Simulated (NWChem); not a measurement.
Species: ZnSH, doublet; SMILES [Zn][SH]

```xyz
3

Zn    -0.0024     0.7760     0.0000
S     -0.0726    -1.4643     0.0000
H      1.2714    -1.6248     0.0000
```
Atoms are numbered in this order, from 1.

Program: NWChem. Spin-unrestricted. In the optimisation the excess spin sits in a' (Cs, its own frame). Geometry: optimised at B3LYP/6-31G* (spherical d), spin-unrestricted. This spin state was assumed; another may lie lower. No stability test was run on the SCF state. Vzz is the largest principal value of the second derivative of the potential at the nucleus (NWChem prints the opposite sign); η is the asymmetry. Non-relativistic.

```
level           Vzz Zn1 (a.u.)  η Zn1  Vzz S2 (a.u.)  η S2
--------------  --------------  -----  -------------  ----
B3LYP/def2-SVP          -0.834   0.43         -2.028  0.71
B3LYP/cc-pVTZ           -1.274   0.31         -1.848  0.70
UHF/cc-pVTZ             -1.877   0.17          1.787  0.84
UHF/def2-TZVP              ___   0.18            ___  0.80
```

### Question
Complete the blanks.

### Answer

- UHF/def2-TZVP, Vzz Zn1 (a.u.): -1.841
- UHF/def2-TZVP, Vzz S2 (a.u.): 1.964
